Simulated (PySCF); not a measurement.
ClH₆NSSi₂. Atoms are numbered in the order given.

```xyz
11

Si     1.4058    -0.5728     0.6769
Cl     1.9062     1.4507     0.5858
S     -0.0274    -1.0856    -0.8176
Si    -1.6235     0.3221    -0.2726
N     -3.2000    -0.3265    -0.5128
H      0.8883    -0.8123     2.0482
H      2.6232    -1.3781     0.4128
H     -1.5084     1.5208    -1.1388
H     -1.4183     0.6450     1.1642
H     -3.5997    -0.3305    -1.4467
H     -3.5055    -1.1401     0.0136
```

Coordinates come from a B3LYP-D3(BJ)/def2-SVP optimisation. The structure was generated by enumeration, and PubChem lists no compound with its InChIKey, so it may never have been made. Other conformers were not sampled.

All values below come from PBE0/pcSseg-1 (PySCF).

GIAO shieldings, no solvent; atoms listed in one row are averaged. δ = σ(ref) − σ: ²⁹Si against TMS (σ = 352.7 ppm); ³⁵Cl against HCl (σ = 945.9 ppm); ³³S against H2S (σ = 716.7 ppm); ¹⁵N against NH3 (σ = 267.4 ppm); ¹H against TMS (σ = 31.56 ppm), references at their B3LYP-D3(BJ)/def2-TZVP geometries, non-relativistic (without spin–orbit terms, shifts of atoms bonded to Cl or Br come out too high).

| nucleus | atoms | count | δ (ppm) |
|---|---|---|---|
| ²⁹Si | Si1 | 1 | 3.5 |
| ²⁹Si | Si4 | 1 | -19.5 |
| ³⁵Cl | Cl2 | 1 | 35.4 |
| ³³S | S3 | 1 | 38.2 |
| ¹⁵N | N5 | 1 | 26.7 |
| ¹H | H6 | 1 | 5.95 |
| ¹H | H7 | 1 | 5.82 |
| ¹H | H8, H9 | 2 | 5.53 |
| ¹H | H10 | 1 | 1.33 |
| ¹H | H11 | 1 | 0.94 |
